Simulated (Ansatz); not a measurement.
Calibrating B2PLYP/def2-TZVPP on molecular compounds of Y

The vertical ionisation energy (cation less neutral) in eV of 7 molecular compounds of Y: x at B2PLYP/def2-TZVPP, y at CCSD(T)/def2-TZVPP. Shapes, held fixed at every level: PBE0-D4/def2-TZVP. Flexible molecules stand in one conformer, not always the lowest. Programs: Ansatz 0.2.0.

| molecule | x (eV) | y (eV) |
| --- | --- | --- |
| C2H8NO2Y (SMILES C[N](C)[Y]([OH])[OH]) | 7.54 | 7.58 |
| YSi2NH8O2 (SMILES [NH2][Y]([O][SiH3])[O][SiH3]) | 9.26 | 9.25 |
| C3H9O3Y (SMILES C[O][Y]([O]C)[O]C) | 9.34 | 9.53 |
| Y(NH2)F2 | 9.56 | ? |
| C2H6ClO2Y (SMILES C[O][Y]([Cl])[O]C) | 9.97 | 10.10 |
| Y(OH)2F | 11.14 | 11.13 |
| YCl2F (SMILES [F][Y]([Cl])[Cl]) | 11.27 | 11.60 |

Fit y = c + s·x to the known rows and predict y for Y(NH2)F2.


1. Means of the 6 rows: x = 9.7533, y = 9.865.
2. Σ(Δx)² = 9.5831, Σ(Δx·Δy) = 9.9358, so the slope is 9.9358/9.5831 = 1.0368.
3. Intercept: 9.865 − (1.0368) × 9.7533 = -0.247. The largest residual of the fit is 0.17.
4. Y(NH2)F2: -0.247 + 1.0368 × 9.56 = 9.66 eV.

CCSD(T)/def2-TZVPP gives 9.53 eV, so the prediction is off by +0.13 eV, within the largest residual. Uncorrected, B2PLYP/def2-TZVPP misses Y(NH2)F2 by +0.03 eV, and the other rows by 0.12 on average. The line makes this one worse. Left out in turn, the other rows are missed by 0.14 eV on average, worse than no correction. Cations run unrestricted. For atoms past krypton def2 sets carry core potentials with scalar relativity. Outer-core shells of Y are correlated, in sets that cover them unevenly.
